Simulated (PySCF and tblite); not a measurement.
5 regioisomers of C6H5FN2OSi:

```tsv
isomer	SMILES
A	[N:1]#[C:2][c:3]1[c:4]([F:5])[cH:6][cH:7][n+:8]([O-:9])[c:10]1[SiH3:11]
B	[N:1]#[C:2][c:3]1[cH:4][c:5]([F:6])[n+:7]([O-:8])[cH:9][c:10]1[SiH3:11]
C	[N:1]#[C:2][c:3]1[cH:4][c:5]([SiH3:6])[c:7]([F:8])[cH:9][n+:10]1[O-:11]
D	[N:1]#[C:2][c:3]1[cH:4][c:5]([SiH3:6])[n+:7]([O-:8])[cH:9][c:10]1[F:11]
E	[N:1]#[C:2][c:3]1[c:4]([F:5])[cH:6][c:7]([SiH3:8])[cH:9][n+:10]1[O-:11]
```

Protocol: conformer search, at most 5 conformers an isomer, GFN2-xTB geometries, energies PBE0/6-31G* (D3(BJ) added where defined), GIAO shieldings PBE0/6-31G*, weights at 298.15 K with GFN2-xTB thermal terms. Programs: PySCF with density fitting and tblite.

What shifts does each isomer give (ppm)?


A: ¹H (against TMS): 8.07 (H7, 1H), 6.92 (H6, 1H). ¹³C (against TMS): 155.6 (C4), 152.4 (C10), 131.9 (C7), 113.1 (C6), 105.6 (C3), 102.5 (C2). ¹⁹F (against CFCl3): -104.9 (F5). ²⁹Si (against TMS): -63.4 (Si11). ¹⁵N (against NH3): 290.0 (N1), 286.9 (N8).

B: ¹H (against TMS): 8.20 (H9, 1H), 7.15 (H4, 1H). ¹³C (against TMS): 158.0 (C5), 140.5 (C9), 125.4 (C10), 113.0 (C4), 107.7 (C2), 104.6 (C3). ¹⁹F (against CFCl3): -104.2 (F6). ²⁹Si (against TMS): -36.3 (Si11). ¹⁵N (against NH3): 284.5 (N7), 281.1 (N1).

C: ¹H (against TMS): 7.80 (H9, 1H), 7.56 (H4, 1H). ¹³C (against TMS): 162.5 (C7), 135.6 (C4), 124.1 (C9), 117.8 (C3), 108.2 (C5), 103.3 (C2). ¹⁹F (against CFCl3): -102.7 (F8). ²⁹Si (against TMS): -42.7 (Si6). ¹⁵N (against NH3): 305.0 (N10), 287.0 (N1).

D: ¹H (against TMS): 7.87 (H9, 1H), 7.59 (H4, 1H). ¹³C (against TMS): 161.3 (C10), 140.7 (C5), 131.9 (C4), 121.1 (C9), 103.7 (C2), 93.9 (C3). ¹⁹F (against CFCl3): -106.8 (F11). ²⁹Si (against TMS): -58.8 (Si6). ¹⁵N (against NH3): 302.1 (N7), 286.8 (N1).

E: ¹H (against TMS): 7.88 (H9, 1H), 6.57 (H6, 1H). ¹³C (against TMS): 160.0 (C4), 135.0 (C9), 127.7 (C7), 114.5 (C3), 110.3 (C6), 100.0 (C2). ¹⁹F (against CFCl3): -104.8 (F5). ²⁹Si (against TMS): -32.4 (Si8). ¹⁵N (against NH3): 301.2 (N10), 298.9 (N1). H not on carbon is left out.

Unscaled ¹⁹F and ²⁹Si and ¹⁵N shifts at such levels can be off by tens of ppm; differences between conformers or isomers are more reliable. Shifts are unscaled: against experiment ¹³C can be off by 15 ppm or more and ¹H by 0.8 ppm. At least one structure keeps an imaginary mode at the tight-binding level. A nearly planar conformer is counted with its mirror image, so its weight may be doubled.


¹⁵N shifts are against a computed isolated NH3 molecule, about 20 ppm from the liquid.